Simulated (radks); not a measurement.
All-electron atom: Kr4+ in [Ar] 3d10 4s2 5s2 (not the ground configuration). All-electron calculation, Dirac Kohn-Sham, PBEsol, spin-unpolarised, spherical densities, finite nucleus; Fermi nuclear charge, rms radius 4.1884 fm. Program: a radial shooting solver on a logarithmic mesh with Libxc functionals.

Spin-orbit splittings of the eigenvalues, e(l+1/2) - e(l-1/2), with zeta = 2 splitting/(2l+1) and mean radii in bohr:

| shell | occ. | splitting (eV) | zeta (eV) | <r> j=l-1/2 | <r> j=l+1/2 |
|---|---|---|---|---|---|
| 2p | 6 | 53.81 | 35.87 | 0.1574 | 0.1614 |
| 3p | 6 | ? | ? | 0.5321 | 0.5424 |
| 3d | 10 | 1.323 | 0.5293 | 0.5470 | 0.5506 |

Estimate the 3p splitting.

Answer. 7.960 eV (zeta = 5.307 eV).
